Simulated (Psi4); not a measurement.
## Predicting a hybrid from its neighbours: SnH2F2

SnH2F2 has 5 atoms, charge 0, and is taken as a singlet. SMILES: `[F][SnH2][F]`. Geometry: relaxed at PBE0-D4/def2-TZVP.

The HOMO–LUMO gap y, in eV, basis def2-SVP with a core potential; a is the functional's share of exact exchange. Programs: Psi4 1.11.

| functional | program | a | y (eV) |
| --- | --- | --- | --- |
| r2SCAN | Psi4 | 0 | 7.13 |
| revPBE | Psi4 | 0 | 6.41 |
| TPSSh | Psi4 | 0.1 | ? |
| B3LYP | Psi4 | 0.2 | 8.44 |
| PBE0 | Psi4 | 0.25 | 9.06 |
| BHLYP | Psi4 | 0.5 | 11.50 |

Problem. Fit y = c + s·a to the known rows and predict TPSSh.

Solution. 
1. Means of the 5 rows: a = 0.1900, y = 8.508.
2. Σ(Δa)² = 0.172, Σ(Δa·Δy) = 1.6204, so the slope is 1.6204/0.172 = 9.4209.
3. Intercept: 8.508 − (9.4209) × 0.1900 = 6.718. The largest residual of the fit is 0.41.
4. TPSSh: 6.718 + (9.4209) × 0.1 = 7.66 eV.

The run gave 7.78 eV, so the prediction is off by -0.12 eV, within the largest residual. Exact exchange lowers occupied levels and raises empty ones. The rows mix families of semi-local functionals, which the line can't see.
